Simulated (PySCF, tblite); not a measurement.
One entry of a table of gas-phase calculations, keyed by method. Lists by class give the value and the number of equivalent atoms.

```json
{
 "formula": "C7H14O",
 "smiles": "C/C=C/COC(C)C",
 "inchi": "InChI=1S/C7H14O/c1-4-5-6-8-7(2)3/h4-5,7H,6H2,1-3H3/b5-4+",
 "charge": 0,
 "multiplicity": 1,
 "geometry_level": "GFN2-xTB",
 "atoms_angstrom": [
  ["C", 4.088, 0.03, -0.103],
  ["C", 2.715, -0.329, 0.358],
  ["C", 1.652, 0.444, 0.223],
  ["C", 0.276, 0.088, 0.693],
  ["O", -0.624, 0.286, -0.375],
  ["C", -1.997, 0.245, -0.032],
  ["C", -2.49, -1.18, 0.234],
  ["C", -2.753, 0.87, -1.201],
  ["H", 4.101, 1.018, -0.555],
  ["H", 4.437, -0.697, -0.836],
  ["H", 4.784, 0.012, 0.735],
  ["H", 2.624, -1.294, 0.841],
  ["H", 1.722, 1.404, -0.268],
  ["H", 0.253, -0.953, 1.049],
  ["H", -0.006, 0.743, 1.538],
  ["H", -2.157, 0.854, 0.876],
  ["H", -1.993, -1.613, 1.099],
  ["H", -2.288, -1.802, -0.634],
  ["H", -3.561, -1.17, 0.422],
  ["H", -3.815, 0.927, -0.977],
  ["H", -2.373, 1.869, -1.394],
  ["H", -2.604, 0.267, -2.092]
 ],
 "electronic_structure_code": "PySCF",
 "results": {
  "GFN2-xTB geometry": {
   "point_group": "C1",
   "rotational_constants_GHz": [5.698, 0.73, 0.684]
  },
  "PBE0/pcSseg-1 ground state and GIAO shieldings, non-relativistic": {
   "dipole_D": 1.11,
   "homo_eV": -7.03,
   "lumo_eV": 0.56,
   "shift_vs_computed_TMS_C_by_class_ppm": [
    [138.1, 1],
    [134.5, 1],
    [76.6, 1],
    [75.5, 1],
    [24.1, 2],
    [21.9, 1]
   ],
   "shift_vs_computed_TMS_H_by_class_ppm": [
    [6.03, 1],
    [5.89, 1],
    [4.07, 2],
    [3.52, 1],
    [1.86, 3],
    [1.17, 6]
   ],
   "shielding_other_nuclei_by_class_ppm": [
    ["O", 260.3, 1]
   ],
   "charges_hirshfeld_e_by_atom": [-0.12, -0.04, -0.06, 0.0, -0.14, 0.05, -0.13, -0.13, 0.05, 0.05, 0.05, 0.04, 0.04, 0.03, 0.03, 0.03, 0.04, 0.04, 0.04, 0.04, 0.04, 0.04]
  },
  "GFN2-xTB harmonic vibrations, gas phase": {
   "strongest_ir_bands_cm-1_km_per_mol_modes": [
    [1071.3, 88.8, 1],
    [1166.2, 87.6, 1],
    [2792.8, 69.0, 1],
    [2805.0, 94.5, 1],
    [3045.7, 59.2, 1],
    [3052.6, 85.7, 2]
   ],
   "zpe_kcal_per_mol": 121.1
  }
 }
}
```

The zero-point energy, half the sum of the 60 harmonic wavenumbers, equals 42370 cm⁻¹ or 507 kJ/mol. With B = h/(8π²I), that is 505.379 GHz u Å² over I, the principal moments of inertia are 88.7, 692.0 and 738.5 u Å² (most abundant isotopes). In atomic units the dipole is 0.43 e·bohr (1 au = 2.5417 D).

One conformer (not necessarily the lowest) at the GFN2-xTB geometry, without solvent or vibrations. NMR classes are plain means over equivalent atoms (diastereotopic ones count apart unless rotation or inversion swaps them), as if these changed places fast; in this geometry the members of some classes differ.

Conformer computed: `[CH3:1]/[CH:2]=[CH:3]/[CH2:4][O:5][CH:6]([CH3:7])[CH3:8]`: C2–C3–C4–O5 -129°, C3–C4–O5–C6 -168°, C4–O5–C6–C7 -75°.
